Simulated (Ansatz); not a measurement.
## Worked example: the step energy

An elementary step of BH5OF2, singlet (BH₂F ([BH2][F]) + H₂O + HF → BH₃O ([BH2][OH]) + HF + HF; B–F, H–O, H–F broken or loosened, B–O, F–H, H–F formed or tightened). “Start” and “end” are the PBE0-D4/def2-TZVP structures reached by relaxing down either side of its saddle point, with the molecules still in contact.

Ansatz 0.2.0; basis: def2-TZVPP and def2-QZVPP; cores frozen in the correlated methods.

Energies in eV:

| quantity | end | start |
| --- | --- | --- |
| Hartree–Fock, triple zeta (X = 3) | -8204.72426 | -8204.86537 |
| Hartree–Fock, quadruple zeta (X = 4) | -8205.10590 | -8205.23837 |
| MP2 correlation, X = 3 | -24.51799 | -24.71032 |
| MP2 correlation, X = 4 | -26.66432 | -26.84494 |
| CCSD(T) correlation, X = 3 | -25.77251 | -25.96811 |

(1) Work out the step energy at the basis limit: extrapolate Hartree–Fock as E(X) = E∞ + A exp(−7.88 √X) and the MP2 correlation as E(X) = E∞ + B X^−2.97 (the exponents that Neese and Valeev fitted for def2-TZVPP and QZVPP), then add CCSD(T) − MP2 in triple zeta.

T1 diagnostic: at most 0.012.

Answers

(1) Each step is linear, so take the differences first (end − start): Hartree–Fock 0.14111 (X = 3) and 0.13247 (X = 4); MP2 correlation 0.19233 and 0.18062; CCSD(T) correlation 0.19560.
Two points give E∞ = E(4) + w [E(4) − E(3)], with w = 1/(exp(7.88 (2 − √3)) − 1) = 0.1377 for Hartree–Fock and w = 1/((4/3)^2.97 − 1) = 0.7407 for the correlation.
Hartree–Fock: 0.13247 + 0.1377 × (-0.00864) = 0.1313 eV.
MP2 correlation: 0.18062 + 0.7407 × (-0.01171) = 0.1719 eV.
CCSD(T) − MP2: 0.19560 − 0.19233 = 0.0033 eV.
Sum: 0.1313 + 0.1719 + 0.0033 = 0.3065 eV, or 7.07 kcal/mol. Plain CCSD(T) in triple zeta gives 0.3367 eV, so the larger basis shifts the result by -0.0302 eV.

Labels in which every atom is bracketed show which atoms are joined, not bond orders.

For scale, one of the runs: CCSD(T)/def2-TZVPP, 194 basis functions (an equivalent command: `ansatz run in.yaml --threads 4`). Time: 33 s of wall clock on 4 CPU threads; the host was shared. Peak host memory: 2.5 GiB.
